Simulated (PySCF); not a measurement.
A calculated (r2SCAN, PySCF 2.14, dyall-av2z, no relativity, point nucleus) atom or ion has these occupied shells.

```csv
shell,electrons,orbital energy (eV),"rms radius, mean of both spins (bohr)"
1s β,1,-4870.2,0.0813
1s α,1,-4870.2,0.0813
2s α,1,-552.99,0.355
2s β,1,-552.56,0.355
2p α,3,-462.99,0.323
2p β,3,-462.66,0.323
3s α,1,-77.757,1.08
3s β,1,-76.699,1.08
3p α,3,-53.468,1.16
3p β,3,-52.335,1.16
3d α,1,-17.686,1.50
4s α,1,-12.151,3.29
4s β,1,-11.870,3.29
```

Task: Name the element and its charge.

Result: Ti⁺ (titanium, charge +1), in [Ar] 3d1 4s2, 2D determinant (an excited configuration).
